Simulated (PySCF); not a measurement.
**Zn¹³⁺ (zinc, charge +13) across methods**

[Ne] 3s2 3p5, 2P determinant. Computed with PySCF 2.14 in an uncontracted even-tempered set (17 s from 0.81 bohr⁻², ratio 2.5; 11 p from 1.1 bohr⁻², ratio 2.5; 5 d from 7 bohr⁻², ratio 2.7; 4 f from 11 bohr⁻², ratio 2.7), with no relativity, point nucleus.

```tsv
method	E (hartree)	mean ε 3s β (eV)	mean ε 3p α (eV)	mean ε 3p β (eV)	Σ⟨r²⟩ (bohr²)	⟨S²⟩
PBE	-1702.653	-478.57	-438.29	-435.17	3.321	0.751
PBE0	-1702.720	-484.61	-443.16	-439.84	3.322	0.751
LDA	-1699.888	-478.08	-437.98	-434.87	3.324	0.750
TPSSh	-1703.007	-482.02	-440.70	-437.50	3.322	0.751
UHF	-1702.17640	-500.93	-456.19	-452.18	3.328	0.752
BP86	-1703.137	-478.84	-438.43	-435.40	3.317	0.751
r2SCAN	-1702.915	-480.82	-439.98	-436.47	3.323	0.751
```
